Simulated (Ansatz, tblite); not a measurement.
Removing an electron: (H2Al-mu-PSiH3)2 (Al₂Si₄P₂H₁₆). Total charge 0; singlet. Geometry: PBE0-D4/def2-SVP. Ansatz, gas phase; energy differences of separate SCF runs; the oxidised species was run as a doublet alone.

Cartesian coordinates in Å:
```
Al 1.0594 0.7957 1.1565
H 1.4375 2.3216 0.8914
H 1.5769 -0.0574 2.3998
P 1.3260 -0.4927 -0.9030
Si 2.3222 0.6607 -2.5492
Si 2.4525 -2.4091 -0.6012
Al -1.0829 -0.7911 -1.1962
H -1.5871 0.0827 -2.4301
H -1.4726 -2.3166 -0.9495
P -1.3480 0.4810 0.8749
Si -2.4664 2.4098 0.6248
Si -2.2966 -0.6714 2.5493
H 2.3211 -0.1450 -3.8063
H 3.7290 0.9788 -2.1603
H 1.5387 1.9154 -2.7352
H 3.8600 -2.1083 -0.2010
H 2.4517 -3.2066 -1.8638
H 1.7530 -3.1548 0.4843
H -1.8065 3.1552 -0.4844
H -3.8934 2.1310 0.2858
H -2.3991 3.1969 1.8916
H -2.2228 0.1260 3.8088
H -3.7247 -0.9617 2.2227
H -1.5277 -1.9400 2.6906
```

The xTB rows come from tblite.

| level | −HOMO (eV) | vertical IE (eV) | −LUMO (eV) | HOMO–LUMO gap (eV) |
| --- | --- | --- | --- | --- |
| GFN1-xTB | 10.72 | 12.63 | 6.39 | 4.33 |
| GFN2-xTB | 9.93 | 11.96 | 6.60 | 3.34 |
| PBE-D4/def2-TZVP | 6.23 | 8.29 | 1.83 | 4.40 |
| PBE0-D4/def2-TZVP | 7.28 | 8.67 | 1.06 | 6.22 |

Relaxing the oxidised species (PBE0-D4/def2-SVP) changes its energy by -0.43 eV at PBE0-D4/def2-TZVP, so the adiabatic ionisation energy to this nearest minimum is 8.24 eV. At PBE-D4/def2-TZVP it is 7.91 eV.    Raw xTB energy differences between charge states are shifted by several eV; the methods need an empirical correction for them.
